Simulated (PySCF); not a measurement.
Computed IR spectrum (relative IR intensity) of a molecule C6H12. Coordinates come from a PBE0-D3(BJ)/def2-SVP optimisation. Other conformers were not sampled. These are PBE0-D3(BJ)/def2-SVP (PySCF) values and carry that method's errors. No scaling factor is applied to the harmonic values.

```
ν (cm⁻¹)  relative intensity
--------  ------------------
891                      3.9
1277                     3.3
1461                      22
3038                      45
3043                      52
3102                     100
3110                      61
```

Question: Identify the compound among the candidates.
(A) C=C(CC)CC
(B) C=C(C)C(C)C
(C) C/C=C/CCC
(D) C1CCCCC1

Answer: D, C1CCCCC1
